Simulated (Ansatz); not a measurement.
Geometry optimisation, RKS LDA/STO-3G (Ansatz).

Input file:

```yaml
crystal:
  periodic: [false, false, false]
  atoms:
    - { symbol: B, position_ang: [1.5483, -0.4934, 2.0235] }
    - { symbol: "N", position_ang: [0.9094, 0.5558, 1.0302] }
    - { symbol: B, position_ang: [-0.1207, -0.1615, 0.1205] }
    - { symbol: O, position_ang: [0.4261, -1.2372, -0.7675] }
    - { symbol: C, position_ang: [0.6823, -0.7015, -2.0338] }
    - { symbol: Si, position_ang: [-1.9698, 0.3282, 0.2273] }
    - { symbol: O, position_ang: [-2.1403, 1.9629, -0.2025] }
    - { symbol: H, position_ang: [2.1676, -1.3539, 1.6142] }
    - { symbol: H, position_ang: [1.4363, -0.2257, 3.2148] }
    - { symbol: H, position_ang: [1.6937, 0.9075, 0.4511] }
    - { symbol: H, position_ang: [0.9929, -1.516, -2.6665] }
    - { symbol: H, position_ang: [-0.1813, -0.199, -2.4779] }
    - { symbol: H, position_ang: [1.4834, 0.0463, -1.9555] }
    - { symbol: H, position_ang: [-2.4847, 0.1122, 1.6165] }
    - { symbol: H, position_ang: [-2.7317, -0.549, -0.6985] }
    - { symbol: H, position_ang: [-1.7343, 2.5016, 0.5485] }
basis:
  gaussian: { orbitals: STO-3G }
hamiltonian:
  xc: lda
relax:
  f_tol: 0.015
  max_steps: 40
```

Launched with:

```bash
$ ansatz run input.yaml --threads 1 --pin off --max-ram 2048MiB --backend cpu --events-out ev --progress --plain --runs-dir out
```

Question: Where does it end, and by what steps?

Answer: It converged. The force dipped under the threshold on the way, but the program's further checks kept it going. Limits of this set-up: minimal basis. After 32 steps the energy has fallen by 4.522 eV; H8 moved furthest, 2.22 Å.

```tsv
step	energy less start (eV)	largest force component (eV/Å)	accepted
0	0.0000	4.015	yes
2	-1.5986	1.575	yes
4	-2.2976	0.962	yes
6	-2.9557	0.687	yes
8	-3.5991	0.611	yes
10	-4.0961	0.839	yes
12	-4.3352	0.671	yes
14	-4.4059	0.536	yes
16	-4.4282	0.117	yes
18	-4.4396	0.181	yes
20	-4.4655	0.375	yes
22	-4.4049	0.988	no
24	-4.5058	0.084	yes
26	-4.5164	0.115	yes
28	-4.5201	0.128	yes
30	-4.5217	0.018	yes
32	-4.5220	0.008	yes
```

```xyz
16
Properties=species:S:1:pos:R:3
B 1.093 0.256 2.318
N 1.360 -0.082 0.989
B 0.415 -0.170 -0.131
O 1.050 -0.548 -1.274
C 0.288 -0.707 -2.506
Si -1.496 0.240 0.147
O -1.814 1.685 1.023
H 1.959 0.275 3.110
H -0.014 0.525 2.619
H 2.355 -0.316 0.735
H 0.307 -1.778 -2.802
H -0.766 -0.374 -2.400
H 0.784 -0.113 -3.303
H -2.127 -0.923 0.774
H -2.195 0.442 -1.112
H -1.220 1.565 1.855
```

Whether the end is a true minimum wasn't checked by a vibrational analysis.

Time of the run: 43 s on 1 thread of AMD EPYC 9R45 96-Core Processor (Zen 5), on a shared host, peak memory 0.2 GiB.
